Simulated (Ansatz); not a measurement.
C3H8NO (SMILES C[NH+](C)C=O), charge +1, singlet, geometry from GFN2-xTB; CAM-B3LYP/STO-3G in Ansatz (a first-principles code).

Ansatz was given this input:
Ansatz 0.2 input:
```yaml
crystal:
  periodic: [false, false, false]
  atoms:
    - {symbol: C, position_ang: [-0.45593140, 1.59021438, -0.29242627]}
    - {symbol: N, position_ang: [-0.24511535, 0.31638852, 0.42927954]}
    - {symbol: C, position_ang: [-1.30259318, -0.67131569, 0.13767971]}
    - {symbol: C, position_ang: [1.13289152, -0.23058456, 0.08481430]}
    - {symbol: O, position_ang: [1.25585418, -1.29125638, -0.38702019]}
    - {symbol: H, position_ang: [-0.43899696, 1.40769852, -1.36618882]}
    - {symbol: H, position_ang: [0.32074346, 2.31103449, -0.04154625]}
    - {symbol: H, position_ang: [-1.42310679, 2.01353076, -0.02598417]}
    - {symbol: H, position_ang: [-0.24897950, 0.51546674, 1.43885552]}
    - {symbol: H, position_ang: [-1.31223610, -0.89196743, -0.92867246]}
    - {symbol: H, position_ang: [-1.11147160, -1.59697448, 0.67834891]}
    - {symbol: H, position_ang: [-2.27288452, -0.27783238, 0.43159418]}
    - {symbol: H, position_ang: [1.90970456, 0.50449036, 0.32439139]}
basis:
  gaussian:
    orbitals: STO-3G
hamiltonian:
  xc: cam_b3lyp
total_charge: 1
```

What the program printed (banner, timings and long lists left out):

```
Functional definition: CAM-B3LYP
470 factors; integrals over basis functions are off by at most 5.7e-5 eV
182 factors; integrals over basis functions are off by at most 2.7e-6 eV
mean field evaluation 1: about -6678.4383 eV, gradient 3.4e1 eV
mean field evaluation 2: about -6672.8278 eV, gradient 6.4e1 eV
mean field evaluation 4: about -6681.9210 eV, gradient 1.6e0 eV
mean field evaluation 8: about -6681.8707 eV, gradient 6.1e-2 eV
mean field -6681.87073455 eV, -245.5542203602 hartree, gradient 4.7e-5 eV, S^2 0.000000; 0 other end points of the search recorded, 0 dependent functions left out
reference -6681.87083062 eV, -245.5542238906 hartree; 20, 20 occupied and 13, 13 virtual orbitals, 470 factors
Total energy: -6681.87083062 eV, -245.5542238906 hartree
```
